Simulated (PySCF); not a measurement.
These are ωB97X-D3(BJ)/def2-TZVP // PBE0-D3(BJ)/def2-TZVP run with PySCF values and carry that method's errors. Gas-phase values, no solvent. One relaxed conformer stands for a flexible species; it need not be the lowest. Excitations are Tamm–Dancoff values on a coarser integration grid. The basis has no diffuse functions, so Rydberg states are missing or too high.

Reference species (SMILES): `C=NC` (neutral, multiplicity 1).

The brightest of the four lowest singlets (TDA) comes out as 8.67 eV, the S1 oscillator strength is 0.002 and the HOMO–LUMO gap is 11.92 eV.

Changed species: `C=CN`.

Task: Predict the effect on the brightest of the four lowest singlets (TDA), S1 oscillator strength and HOMO–LUMO gap.

Result: the brightest of the four lowest singlets (TDA) falls by 1.47 eV, to 7.20 eV; the S1 oscillator strength hardly moves; the HOMO–LUMO gap falls by 0.53 eV, to 11.39 eV.
